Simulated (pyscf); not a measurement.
# `[OH][Hf]([OH])([OH])[Cl]`, singlet

Gas-phase minimum from PySCF at ωB97X-D3(BJ)/def2-SVP, one conformer. 

```xyz
8

O     -2.0464    -1.3754    -0.7897
Hf    -0.1783    -1.1468    -0.4080
O      0.8801    -1.9347    -1.8036
O      0.2360     0.7212    -0.2428
Cl     0.3244    -2.2323     1.6495
H     -2.9576    -1.5086    -1.0419
H      1.4242    -2.2614    -2.5169
H      0.3828     1.6628    -0.1843
```

Bond lengths (Å): O1–Hf2 1.920, O1–H6 0.955, Hf2–O3 1.921, Hf2–O4 1.920, Hf2–Cl5 2.380, O3–H7 0.955, O4–H8 0.955. Angles (°): Hf2–O1–H6 175.9, O1–Hf2–O3 110.0, O1–Hf2–O4 110.0, O1–Hf2–Cl5 108.8, O3–Hf2–O4 110.0, O3–Hf2–Cl5 108.9, O4–Hf2–Cl5 108.9, Hf2–O3–H7 175.8, Hf2–O4–H8 176.1.

Properties at ωB97X-D3(BJ)/def2-SVP:

```yaml
harmonic_wavenumbers_unscaled: 124, 124, 158, 175, 176, 199, 279, 280, 304, 304, 347, 380, 710, 710, 736, 4052, 4052, 4058 cm⁻¹
zero_point_energy: 24.5 kcal/mol
rotational_symmetry_number: 3
Entropy of this conformer at 298 K and 1 atm, rigid rotor and harmonic oscillator, modes under 100 cm⁻¹ raised to 100: 389.2 J/(mol K)
dipole_moment: 3.64 D
```

Single-point totals, which compare only within one level:

```json
[
 {"level": "ωB97X-D3(BJ)/def2-TZVP", "total energy (hartree)": "-736.18428"},
 {"level": "PBE/def2-TZVP", "total energy (hartree)": "-735.69996"},
 {"level": "r²SCAN/def2-TZVP", "total energy (hartree)": "-735.99374"},
 {"level": "B3LYP-D3(BJ)/def2-TZVP", "total energy (hartree)": "-736.15187"},
 {"level": "PBE0-D3(BJ)/def2-TZVP", "total energy (hartree)": "-735.70336"},
 {"level": "M06-2X/def2-TZVP", "total energy (hartree)": "-735.91242"},
 {"level": "ωB97M-D3(BJ)/def2-TZVP", "total energy (hartree)": "-736.16981"}
]
```

Soft torsions are taken as harmonic, which can shift the entropy by several J/(mol K). Elements past Kr carry the def2 core potentials, without spin-orbit coupling.
